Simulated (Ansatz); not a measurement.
Consider the formal exchange of groups at the Si–B bond: `FCOB[SiH2]S` + H₂O → `[SiH3]S` + `OBOCF`.

Computed with Ansatz on PBE0-D4/def2-TZVP structures; ΔE is electronic, products minus reactants. CCSD(T)/CBS adds triple-zeta CCSD(T) − MP2 to the extrapolated MP2 energy (def2 sets, frozen cores). This one scheme is used for every species. Each species was taken in one conformer, which may not be the lowest.

```
      species  SCS-MP2/def2-QZVPP energy (Eh)
`FCOB[SiH2]S`                      -928.15580
          H₂O                       -76.34808
    `[SiH3]S`                      -689.21098
      `OBOCF`                      -315.35601
```

**Question.** Work out ΔE.

**Answer.** ΔE = (-689.21098) + (-315.35601) − (-928.15580) − (-76.34808) = -0.06311 Eh = -39.6 kcal/mol. CCSD(T)/CBS gives -37.6 kcal/mol.

Largest T1 diagnostic among the species: 0.013.

In def2-TZVPP, CCSD(T) changes the Hartree–Fock value by +5.6 kcal/mol (the triples alone add +0.7 kcal/mol) and MP2 by +4.6 kcal/mol. From PBE to PBE0 (25 % exact exchange), in def2-TZVPP and without D4, ΔE moves by −1.2 kcal/mol.
